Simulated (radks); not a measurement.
Q: The strontium ion Sr11+ is in [Ar] 3d(3/2: 4, 5/2: 5). All-electron calculation, Dirac Kohn-Sham, BLYP, spin-unpolarised, spherical densities, finite nucleus; Fermi nuclear charge, rms radius of each element as measured or else 0.836 A^(1/3) + 0.57 fm. Program: a radial shooting solver on a logarithmic mesh with Libxc functionals. Sub-shells are occupied by j as written (lower j first in brackets). One electron is removed from 3p3/2, 3d3/2, 3p1/2, 3d5/2 in turn, with full relaxation. Which removal costs least, and what does each cost?

A: 3d5/2 366.70 eV; 3d3/2 368.80 eV; 3p3/2 491.16 eV; 3p1/2 502.48 eV. The 3d5/2 electron leaves first.
